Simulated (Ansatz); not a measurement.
Basis-set extrapolation for CH7FO3Si2 (`C[Si@@H](O)O[Si@@H](O)F`) (PBE0-D4/def2-TZVP geometry, frozen core, Ansatz 0.2.0). Multiplicity 1, RHF reference.

```json
{"": "HF", "def2-TZVPP": "-944.346538", "def2-QZVPP": "-944.384046"}
{"": "MP2 correlation", "def2-TZVPP": "-1.373185", "def2-QZVPP": "-1.487244"}
{"": "CCSD(T) correlation", "def2-TZVPP": "-1.457257", "def2-QZVPP": "not run"}
```

Energies in hartree. Use E(X) = E(∞) + A·exp(−7.88·√X) for Hartree–Fock and E(X) = E(∞) + B·X^(−2.97) for correlation, with X = 3 and 4, and add CCSD(T) minus MP2 of the smaller set to the MP2 limit.

What is the CCSD(T) energy at the basis-set limit?

HF limit: -944.384046 + (-0.037508) × 0.13774 = -944.38921. MP2 limit: -1.487244 + (-0.114059) × 0.74074 = -1.57173. Higher-order term: -1.457257 − (-1.373185) = -0.08407. Total: -946.04501 hartree, 6.56 eV below CCSD(T)/def2-TZVPP.
